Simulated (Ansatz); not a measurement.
B₈P₇H₂₄⁻, a nanocrystal cut from zinc blende BP (hydrogen-capped). The state is a singlet with charge -1. Geometry r2SCAN-D4/def2-SVP; atoms count from 1.

```xyz
39

B    -0.317    0.897    3.596
B     2.500    1.312   -2.421
B     0.999    1.232    0.553
B    -2.155    1.285    0.905
B    -0.758    1.491   -2.077
B    -0.953   -1.275   -0.534
B    -2.233   -1.566    2.529
B     0.582   -1.150   -3.489
P     1.188    0.624    2.388
P    -1.942    0.372    2.631
P     2.556    0.825   -0.535
P     0.746    0.768   -3.112
P    -1.054   -2.256    1.139
P     0.313   -2.054   -1.784
P    -0.704    0.671   -0.283
H    -0.132    0.245    4.612
H    -0.337    2.107    3.772
H     3.430    0.769   -2.997
H     2.558    2.533   -2.412
H     0.940    2.449    0.609
H    -2.024    2.489    1.070
H    -3.219    0.953    0.404
H    -0.612    2.697   -1.945
H    -1.807    1.162   -2.611
H    -2.050   -1.391   -1.056
H    -1.989   -2.142    3.577
H    -3.356   -1.772    2.091
H     1.571   -1.617   -4.033
H    -0.462   -1.344   -4.094
H     2.368    1.198    2.942
H     1.627   -0.731    2.385
H    -2.988    0.814    3.488
H     3.708    1.394    0.081
H     2.906   -0.544   -0.350
H     0.708    1.359   -4.405
H     0.266   -2.479    1.626
H    -1.378   -3.614    0.857
H     1.545   -2.292   -1.109
H    -0.040   -3.417   -2.006
```

Single mean-field runs in def2-TZVP are fitted with def2-universal-jkfit.

(1) Estimate the Mulliken populations of the heavy atoms from the PBE0/def2-TZVP orbitals of Ansatz.

(2) And the Mayer bond orders between heavy atoms (over 0.3)?

Results:

(1) 
```tsv
atom	charge (e)
B1	-0.28
B2	-0.28
B3	-0.09
B4	-0.21
B5	-0.21
B6	-0.09
B7	-0.28
B8	-0.28
P9	0.00
P10	0.08
P11	0.00
P12	0.08
P13	0.00
P14	0.00
P15	0.02
```
Mulliken values depend strongly on the basis.

(2) B1–P9 0.88 (1.95 Å); B1–P10 0.93 (1.96 Å); B2–P11 0.88 (1.95 Å); B2–P12 0.93 (1.96 Å); B3–P9 0.88 (1.94 Å); B3–P11 0.88 (1.94 Å); B3–P15 0.91 (1.98 Å); B4–P10 0.88 (1.96 Å); B4–P15 0.85 (1.97 Å); B5–P12 0.88 (1.96 Å); B5–P15 0.85 (1.97 Å); B6–P13 0.88 (1.94 Å); B6–P14 0.88 (1.94 Å); B6–P15 0.91 (1.98 Å); B7–P10 0.93 (1.96 Å); B7–P13 0.88 (1.95 Å); B8–P12 0.93 (1.96 Å); B8–P14 0.88 (1.95 Å).
